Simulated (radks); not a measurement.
Spherical quantum dot in the effective-mass picture: electrons in a parabolic well V = omega^2 r^2 / 2 with omega = 0.186, all in effective atomic units (hartree* = m*/eps^2 hartree, bohr* = eps/m* bohr), one dielectric constant everywhere. Method: non-relativistic Kohn-Sham, PBEsol, spin-polarised, spherical densities; computed with a radial shooting solver with Libxc functionals. Levels are named by radial order and angular momentum (1s, 1p, 1d, 2s, ...), and open shells are averaged over m.

N = 3, configuration 1s2 1p(up 1, down 0). This is the lowest configuration that the search found. Occupied and some empty levels:

level    occupation  eigenvalue (hartree*)  <r> (bohr*)
1s up             1                0.87469        3.284
1s down           1                0.89456        3.191
1p up             1                0.99470        4.024
1p down           0                 1.0213        4.004
1d up             0                 1.1359        4.608
1d down           0                 1.1637        4.631
2s up             0                 1.1787        4.130
2s down           0                 1.1928        4.180
1f up             0                 1.2903        5.126
1f down           0                 1.3164        5.172

Energy (hartree*): total 1.75753, kinetic 0.36984, external 0.72264, Hartree 1.1515, exchange-correlation -0.48647.
